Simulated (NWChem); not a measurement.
System meant: C3H4F2Si; SMILES FC(F)C#C[SiH3]

The following NWChem deck was run.

```
start job
memory heap 200 mb stack 900 mb global 1100 mb
geometry units angstroms noautoz
  F      2.347445     0.796383    -0.497685
  C      1.685544    -0.374052    -0.399956
  F      2.202986    -1.062637     0.637258
  C      0.252292    -0.136728    -0.193304
  C     -0.942836     0.040442    -0.052713
  Si    -2.739289     0.337971     0.209980
  H      1.866142    -0.952327    -1.324163
  H     -3.508549    -0.251139    -0.922912
  H     -2.978811     1.807494     0.276335
  H     -3.153075    -0.303704     1.489799
end
basis spherical
  * library def2-svp
end
dft
  xc xpbe96 cpbe96
  iterations 4
  mulliken
end
task dft energy
```

End of the output:

```
    Atom       Charge   Shell Charges
 -----------   ------   -------------------------------------------------------
    1 F    9     9.05   1.98  1.02  0.74  3.20  2.11  0.01
    2 C    6     5.86   1.96  0.59  0.30  1.76  0.96  0.28
    3 F    9     9.05   1.98  1.02  0.74  3.20  2.11  0.01
    4 C    6     6.05   1.97  0.66  0.31  1.87  1.17  0.06
    5 C    6     6.21   1.97  0.67  0.37  1.86  1.29  0.05
    6 Si  14    13.58   2.00  1.93  0.66  0.34  5.81  1.33  1.24  0.27
    7 H    1     0.98   0.66  0.26  0.06
    8 H    1     1.07   0.64  0.41  0.02
    9 H    1     1.07   0.64  0.41  0.02
   10 H    1     1.07   0.64  0.41  0.02

 center of mass
 --------------
 x =  -0.00000233 y =  -0.21922140 z =   0.02510780

 moments of inertia (a.u.)
 ------------------
        1789.466276376893          -0.000000000000           0.000000000000
          -0.000000000000         205.704062786873          -0.000000000000
           0.000000000000          -0.000000000000        1928.485214878017

     Multipole analysis of the density
     ---------------------------------

     L   x y z        total         alpha         beta         nuclear
     -   - - -        -----         -----         ----         -------
     0   0 0 0     -0.000000    -27.000000    -27.000000     54.000000

     1   1 0 0     -0.000137     -0.000068     -0.000068      0.000000
     1   0 1 0      0.427277      0.213638      0.213638     -0.000000
     1   0 0 1     -0.423185     -0.211592     -0.211592     -0.000000

     2   2 0 0    -32.438677    -59.825681    -59.825681     87.212684
     2   1 1 0     -0.001419      0.002629      0.002629     -0.006676
     2   1 0 1      0.000480     -0.001282     -0.001282      0.003044
     2   0 2 0    -29.197291   -477.907485   -477.907485    926.617678
     2   0 1 1      2.210569     -3.133187     -3.133187      8.476942
     2   0 0 2    -30.261268    -27.885593    -27.885593     25.509918

 ------------------------------------------------------------------------
 dft energy failed                                                                                  0
 ------------------------------------------------------------------------
 ------------------------------------------------------------------------
  current input line :
    23: task dft energy
 ------------------------------------------------------------------------
 ------------------------------------------------------------------------
 This type of error is most commonly associated with calculations not reaching convergence criteria
 ------------------------------------------------------------------------
 For more information see the NWChem manual at https://nwchemgit.github.io

0:dft energy failed:Received an Error in Communication
```

Can this run be used? If not, why, and what is the fix?

The run did not converge; its last values are not results. Cause: the SCF was allowed too few iterations. This input runs:
```
start job
memory heap 200 mb stack 900 mb global 1100 mb
geometry units angstroms noautoz
  F      2.347445     0.796383    -0.497685
  C      1.685544    -0.374052    -0.399956
  F      2.202986    -1.062637     0.637258
  C      0.252292    -0.136728    -0.193304
  C     -0.942836     0.040442    -0.052713
  Si    -2.739289     0.337971     0.209980
  H      1.866142    -0.952327    -1.324163
  H     -3.508549    -0.251139    -0.922912
  H     -2.978811     1.807494     0.276335
  H     -3.153075    -0.303704     1.489799
end
basis spherical
  * library def2-svp
end
dft
  xc xpbe96 cpbe96
  iterations 150
  mulliken
end
task dft energy
```
It converges to -605.00351 Ha (PBE/def2-SVP).
